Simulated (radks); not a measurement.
Q: Species: Si I. Configuration: [Ne] 3s2 3p2 (the NIST ground configuration). Calculated with a radial shooting solver on a logarithmic mesh with Libxc functionals: scalar-relativistic Kohn-Sham, LDA (Slater exchange, Perdew-Wang correlation), spin-unpolarised, spherical densities, finite nucleus; Fermi nuclear charge, rms radius 3.1224 fm. Some entries of the table are withheld. Estimate them.

orbital,occ.,eigenvalue (hartree),r(max) (bohr)
1s,2,-65.35720,0.07285
2s,2,-5.09873,(1)
2p,6,(2),0.3871
3s,2,-0.39980,1.773
3p,2,-0.15298,2.146

A: 
(1) 2s r(max) (bohr): 0.4559
(2) 2p eigenvalue (hartree): -3.51357
